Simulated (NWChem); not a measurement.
System: SiH2O2ClF; SMILES O[Si](O)(F)Cl

Input file for NWChem:

```
start job
memory heap 200 mb stack 900 mb global 1100 mb
geometry units angstroms noautoz
  O      0.299464    -1.016201     1.424162
  Si    -0.017205    -0.325705    -0.025120
  O     -1.501005    -0.783734    -0.515438
  F      1.117608    -0.780278    -1.074805
  Cl     0.044810     1.708233     0.024699
  H      1.184094    -0.929455     1.791368
  H     -1.791365    -1.662530    -0.252061
end
basis spherical
  * library 6-31g*
end
dft
  xc b3lyp
  iterations 150
end
tddft
  cis
  nroots 6
end
task tddft energy
```

Output (shortened):

```
             Northwest Computational Chemistry Package (NWChem) 7.3.0
             --------------------------------------------------------

 C1  symmetry detected

                             Geometry "geometry" -> ""
                             -------------------------

 Output coordinates in angstroms (scale by  1.889725989 to convert to a.u.)

  No.       Tag          Charge          X              Y              Z
 ---- ---------------- ---------- -------------- -------------- --------------
    1 O                    8.0000     0.01405999    -1.01946576     1.47073802
    2 Si                  14.0000    -0.01223027    -0.33419889    -0.01492696
    3 O                    8.0000    -1.35022868    -0.82818419    -0.80080452
    4 F                    9.0000     1.32654502    -0.75816682    -0.80499510
    5 Cl                  17.0000    -0.01248492     1.70054985     0.04011005
    6 H                    1.0000     0.80086731    -0.91137427     2.01312701
    7 H                    1.0000    -1.66695553    -1.71448777    -0.60053258

 Effective nuclear repulsion energy (a.u.)     318.9639812815

                                 NWChem DFT Module
                                 -----------------

 Summary of "ao basis" -> "ao basis" (spherical)
 ------------------------------------------------------------------------------
       Tag                 Description            Shells   Functions and Types
 ---------------- ------------------------------  ------  ---------------------
 O                           6-31g*                  6       14   3s2p1d
 Si                          6-31g*                  8       18   4s3p1d
 F                           6-31g*                  6       14   3s2p1d
 Cl                          6-31g*                  8       18   4s3p1d
 H                           6-31g*                  2        2   2s

            General Information
            -------------------
          SCF calculation type: DFT
          Wavefunction type:  closed shell.
          No. of atoms     :     7
          No. of electrons :    58
           Alpha electrons :    29
            Beta electrons :    29
          Charge           :     0
          Spin multiplicity:     1
          Use of symmetry is: off; symmetry adaption is: off
          Maximum number of iterations: 150
          AO basis - number of functions:    82
                     number of shells:    38
          Convergence on energy requested:  1.00D-06
          Convergence on density requested:  1.00D-05
          Convergence on gradient requested:  5.00D-04

              XC Information
              --------------
                         B3LYP Method XC Potential
                     Hartree-Fock (Exact) Exchange  0.200
                        Slater Exchange Functional  0.800 local
                    Becke 1988 Exchange Functional  0.720 non-local
              Lee-Yang-Parr Correlation Functional  0.810
                  VWN I RPA Correlation Functional  0.190 local

             Grid Information
             ----------------
          Grid used for XC integration:  medium
          Radial quadrature: Mura-Knowles
          Angular quadrature: Lebedev.
          Tag              B.-S. Rad. Rad. Pts. Rad. Cut. Ang. Pts.
          ---              ---------- --------- --------- ---------
          O                   0.60       49          10.0       434
          Si                  1.10       88           8.0       590
          F                   0.50       49           8.0       434
          Cl                  1.00       88          10.0       590
          H                   0.35       45          10.0       434
          Grid pruning is: on
          Number of quadrature shells:   413
          Spatial weights used:  Erf1

      Superposition of Atomic Density Guess
      -------------------------------------

 Sum of atomic energies:        -998.14539180

      Non-variational initial energy
      ------------------------------

 Total energy =    -999.436752
 1-e energy   =   -2017.208880
 2-e energy   =     698.808146
 HOMO         =      -0.455398
 LUMO         =       0.037086

   convergence    iter        energy       DeltaE   RMS-Dens  Diis-err
 ---------------- ----- ----------------- --------- --------- ---------
 d= 0,ls=0.0,diis     1  -1001.2619025737 -1.32D+03  1.64D-02  1.07D+00
 d= 0,ls=0.0,diis     2  -1001.2237062993  3.82D-02  8.28D-03  1.63D+00
 d= 0,ls=0.0,diis     3  -1001.3701448766 -1.46D-01  1.31D-03  2.91D-02
 d= 0,ls=0.0,diis     4  -1001.3723725024 -2.23D-03  5.92D-04  2.48D-03
 d= 0,ls=0.0,diis     5  -1001.3726821081 -3.10D-04  1.30D-04  1.39D-04
  Resetting Diis
 d= 0,ls=0.0,diis     6  -1001.3727015843 -1.95D-05  1.72D-05  2.42D-06
 d= 0,ls=0.0,diis     7  -1001.3727017786 -1.94D-07  1.31D-05  8.61D-07
 d= 0,ls=0.0,diis     8  -1001.3727016707  1.08D-07  8.07D-06  2.17D-06

         Total DFT energy =    -1001.372701670662
      One electron energy =    -2020.270807071528
           Coulomb energy =      777.767242991473
    Exchange-Corr. energy =      -77.833118872153
 Nuclear repulsion energy =      318.963981281546

 Numeric. integr. density =       57.999996822078

                       DFT Final Molecular Orbital Analysis
                       ------------------------------------

 Vector   27  Occ=2.000000D+00  E=-3.545124D-01
              MO Center= -5.9D-01, -3.6D-01, -1.6D-02, r^2= 3.2D+00
   Bfn.  Coefficient  Atom+Function         Bfn.  Coefficient  Atom+Function
  ----- ------------  ---------------      ----- ------------  ---------------
    37     -0.307940  3 O  pz                35      0.284415  3 O  px
    67      0.255480  5 Cl px                 3     -0.237058  1 O  px
    41     -0.234199  3 O  pz                39      0.212028  3 O  px
    69      0.184501  5 Cl pz                 5      0.177314  1 O  pz
     7     -0.174984  1 O  px                36     -0.145779  3 O  py

[...]

                                NWChem TDDFT Module
                                -------------------

            General Information
            -------------------
           No. of orbitals :     164
            Alpha orbitals :      82
             Beta orbitals :      82
        Alpha frozen cores :       0
         Beta frozen cores :       0
     Alpha frozen virtuals :       0
      Beta frozen virtuals :       0
         Spin multiplicity :       1
    Number of AO functions :      82
        Use of symmetry is : off
      Symmetry adaption is : off
         Schwarz screening :  0.10D-07

              XC Information
              --------------
                  B3LYP Method XC Potential
              Hartree-Fock (Exact) Exchange   0.20
                 Slater Exchange Functional   0.80 local
             Becke 1988 Exchange Functional   0.72 non-local
       Lee-Yang-Parr Correlation Functional   0.81
           VWN I RPA Correlation Functional   0.19 local

             TDDFT Information
             -----------------
          Calculation type : Tamm-Dancoff TDDFT
         Wavefunction type : Restricted singlets & triplets
          No. of electrons :      58
           Alpha electrons :      29
            Beta electrons :      29
              No. of roots :       6
          Max subspacesize :    5200
            Max iterations :     100
               Target root :       1
           Target symmetry : none
      Symmetry restriction : off
                 Algorithm : Optimal
        Davidson threshold :  0.10D-03

    6 smallest eigenvalue differences (eV)
--------------------------------------------------------
  No. Spin  Occ  Vir  Irrep   E(Occ)    E(Vir)   E(Diff)
--------------------------------------------------------
    1    1   29   30 a        -0.331     0.011     9.315
    2    1   28   30 a        -0.335     0.011     9.403
    3    1   27   30 a        -0.355     0.011     9.946
    4    1   26   30 a        -0.370     0.011    10.374
    5    1   29   31 a        -0.331     0.055    10.525
    6    1   28   31 a        -0.335     0.055    10.613
--------------------------------------------------------

  Entering Davidson iterations
  Restricted singlet excited states

  Iter   NTrls   NConv    DeltaV     DeltaE      Time
  ----  ------  ------  ---------  ---------  ---------
    1      6       0     0.81E-01   0.10+100        6.9
    2     12       0     0.27E-01   0.11E-01        6.8
    3     18       0     0.11E-01   0.15E-02        7.0
    4     24       0     0.84E-02   0.32E-03        7.1
    5     30       1     0.54E-02   0.31E-03        6.9
    6     35       3     0.19E-02   0.70E-04        6.6
    7     38       3     0.62E-03   0.79E-05        6.3
    8     41       5     0.14E-03   0.55E-06        6.0
    9     42       6     0.67E-04   0.26E-07        5.3
  ----  ------  ------  ---------  ---------  ---------
  Convergence criterion met

  Ground state a       -1001.372701670662 a.u.

  ----------------------------------------------------------------------------
  Root   1 singlet a              0.301647408 a.u.                8.2082 eV
  ----------------------------------------------------------------------------
     Transition Moments    X  0.00885   Y  0.23436   Z -0.11082
     Dipole Oscillator Strength                    0.0135311175
     Electric Quadrupole                           0.0000000208
     Magnetic Dipole                               0.0000011105
     Total Oscillator Strength                     0.0135322488

     Occ.   26  a   ---  Virt.   30  a       -0.06832
     Occ.   27  a   ---  Virt.   30  a       -0.08728
     Occ.   27  a   ---  Virt.   31  a       -0.05168
     Occ.   28  a   ---  Virt.   30  a        0.16692
     Occ.   29  a   ---  Virt.   30  a        0.96954
     Occ.   29  a   ---  Virt.   32  a        0.07910
  ----------------------------------------------------------------------------
  Root   2 singlet a              0.304174431 a.u.                8.2770 eV
  ----------------------------------------------------------------------------
     Transition Moments    X -0.12253   Y -0.01283   Z -0.14989
     Dipole Oscillator Strength                    0.0076342926
     Electric Quadrupole                           0.0000000410
     Magnetic Dipole                               0.0000011522
     Total Oscillator Strength                     0.0076354859

     Occ.   27  a   ---  Virt.   30  a       -0.20255
     Occ.   27  a   ---  Virt.   31  a        0.05131
     Occ.   28  a   ---  Virt.   30  a        0.95253
     Occ.   28  a   ---  Virt.   32  a        0.05738
     Occ.   29  a   ---  Virt.   30  a       -0.17955
  ----------------------------------------------------------------------------
  Root   3 singlet a              0.320221155 a.u.                8.7137 eV
  ----------------------------------------------------------------------------
     Transition Moments    X -0.15440   Y  0.04205   Z -0.05292
     Dipole Oscillator Strength                    0.0060642959
     Electric Quadrupole                           0.0000001183
     Magnetic Dipole                               0.0000012785
     Total Oscillator Strength                     0.0060656926

     Occ.   26  a   ---  Virt.   31  a        0.08281
     Occ.   27  a   ---  Virt.   30  a        0.95391
     Occ.   28  a   ---  Virt.   30  a        0.21791
     Occ.   28  a   ---  Virt.   32  a        0.08694
     Occ.   29  a   ---  Virt.   30  a        0.05288
     Occ.   29  a   ---  Virt.   31  a       -0.10656
  ----------------------------------------------------------------------------
  Root   4 singlet a              0.339663378 a.u.                9.2427 eV
  ----------------------------------------------------------------------------
     Transition Moments    X  0.22075   Y -0.46072   Z -0.44348
     Dipole Oscillator Strength                    0.1036353738
     Electric Quadrupole                           0.0000000358
     Magnetic Dipole                               0.0000009682
     Total Oscillator Strength                     0.1036363778

     Occ.   23  a   ---  Virt.   30  a       -0.09255
     Occ.   24  a   ---  Virt.   31  a       -0.06543
     Occ.   26  a   ---  Virt.   30  a        0.93493
     Occ.   26  a   ---  Virt.   31  a        0.07774
     Occ.   27  a   ---  Virt.   31  a        0.20844
     Occ.   28  a   ---  Virt.   31  a       -0.10816
     Occ.   29  a   ---  Virt.   30  a        0.08288
     Occ.   29  a   ---  Virt.   31  a       -0.11954
     Occ.   29  a   ---  Virt.   32  a        0.07424
     Occ.   29  a   ---  Virt.   33  a       -0.06480
  ----------------------------------------------------------------------------
  Root   5 singlet a              0.348417707 a.u.                9.4809 eV
  ----------------------------------------------------------------------------
     Transition Moments    X  0.05321   Y -0.05811   Z  0.12234
     Dipole Oscillator Strength                    0.0049185359
     Electric Quadrupole                           0.0000000151
     Magnetic Dipole                               0.0000000750
     Total Oscillator Strength                     0.0049186260

     Occ.   24  a   ---  Virt.   30  a       -0.08563
     Occ.   25  a   ---  Virt.   30  a       -0.08769
     Occ.   26  a   ---  Virt.   30  a       -0.16742
     Occ.   26  a   ---  Virt.   31  a        0.11292
     Occ.   27  a   ---  Virt.   30  a       -0.11899
     Occ.   27  a   ---  Virt.   31  a        0.08171
     Occ.   29  a   ---  Virt.   31  a       -0.95018
     Occ.   29  a   ---  Virt.   33  a       -0.06657
  ----------------------------------------------------------------------------
  Root   6 singlet a              0.352352219 a.u.                9.5880 eV
  ----------------------------------------------------------------------------
     Transition Moments    X  0.23831   Y  0.02681   Z -0.07030
     Dipole Oscillator Strength                    0.0146705279
     Electric Quadrupole                           0.0000000831
     Magnetic Dipole                               0.0000003349
     Total Oscillator Strength                     0.0146709459

     Occ.   24  a   ---  Virt.   30  a        0.07647
     Occ.   25  a   ---  Virt.   30  a       -0.37717
     Occ.   26  a   ---  Virt.   30  a       -0.16611
     Occ.   26  a   ---  Virt.   32  a       -0.06376
     Occ.   27  a   ---  Virt.   30  a        0.06111
     Occ.   27  a   ---  Virt.   31  a        0.23550
     Occ.   27  a   ---  Virt.   32  a        0.05847
     Occ.   28  a   ---  Virt.   31  a       -0.85624
     Occ.   29  a   ---  Virt.   31  a        0.05422

              Target root =      1
          Target symmetry = none
      Ground state energy =  -1001.372701670662
        Excitation energy =      0.301647408234
     Excited state energy =  -1001.071054262428

  stored tddft:energy   -1001.0710542624282

    6 smallest eigenvalue differences (eV)
--------------------------------------------------------
  No. Spin  Occ  Vir  Irrep   E(Occ)    E(Vir)   E(Diff)
--------------------------------------------------------
    1    1   29   30 a        -0.331     0.011     9.315
    2    1   28   30 a        -0.335     0.011     9.403
    3    1   27   30 a        -0.355     0.011     9.946
    4    1   26   30 a        -0.370     0.011    10.374
    5    1   29   31 a        -0.331     0.055    10.525
    6    1   28   31 a        -0.335     0.055    10.613
--------------------------------------------------------

[...]
```

Level: B3LYP/6-31G* (spherical d), TDA. Geometry: optimised at PBE0/def2-SVP.
